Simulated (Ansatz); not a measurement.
The cluster Ti3⁻. Charge -1, multiplicity 4. Geometry r2SCAN-D4/def2-TZVPD; atoms count from 1.

Cartesian coordinates in Å:
```
Ti 0.976 0.110 -0.913
Ti -0.670 1.090 0.401
Ti -0.306 -1.201 0.512
```

The charge -1 quartet is spin-contaminated (final ⟨S²⟩ up to 5.34, 3.75 for a pure state). The geometry of the quartet was relaxed on an unsound state (⟨S²⟩ 5.42, where a pure state has 3.75). At PBE0-D4/def2-TZVPD a doublet of charge -1 lies 0.20 eV below the quartet, each at its own geometry. That doublet is doubtful there (⟨S²⟩ 3.81, where a pure state has 0.75). The structure comes from a short search, and lower isomers may exist.

Question: Estimate the Mulliken populations from the PBE0/def2-TZVPD orbitals of Ansatz.

Answer: 
| atom | charge (e) | spin (α − β) | d electrons |
| --- | --- | --- | --- |
| Ti1 | -0.33 | 1.00 | 2.77 |
| Ti2 | -0.33 | 1.00 | 2.77 |
| Ti3 | -0.33 | 1.00 | 2.77 |
Mulliken values and Mayer orders depend strongly on the basis. With diffuse functions, as here, like atoms can get unlike values, and bond orders can come out too low or too high.

Question: Where does the spin sit?

Answer: Summed by element: Ti 3.00, of 3 unpaired in all. Largest on single atoms: Ti3 1.00, Ti1 1.00, Ti2 1.00.

Question: And the Mayer bond orders between bonded heavy atoms (over 0.3)?

Answer: Ti1–Ti2 2.07 (2.32 Å); Ti1–Ti3 2.07 (2.32 Å); Ti2–Ti3 2.07 (2.32 Å).
